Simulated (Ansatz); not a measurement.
A structure relaxed at PBE0-D4/def2-TZVP, charge 0, multiplicity 1:

```xyz
13

O    -0.985    2.211    1.078
C    -0.003    1.565    1.338
Si    0.639    0.158    0.181
Si   -0.321   -1.839    0.941
Si    0.000    0.649   -2.013
H     0.549    1.762    2.288
H     2.121    0.070    0.339
H     0.024   -2.071    2.369
H     0.182   -2.980    0.131
H    -1.799   -1.756    0.804
H     0.476    2.003   -2.400
H    -1.480    0.587   -2.126
H     0.597   -0.357   -2.931
```

(1) Give its formula and SMILES.

(2) Point group (tolerance 0.08 Å, 0.16 Å for H)?

(3) Summarise the bond lengths by kind.

Answers

(1) CH8OSi3, `O=C[SiH]([SiH3])[SiH3]`.

(2) C1.

(3) 1 × C–O 1.204 Å; 1 × C–Si 1.931 Å; 1 × C–H 1.116 Å; 2 × Si–Si 2.338 to 2.343 Å; 7 × H–Si 1.485 to 1.492 Å.

Program: Ansatz 0.2.0.
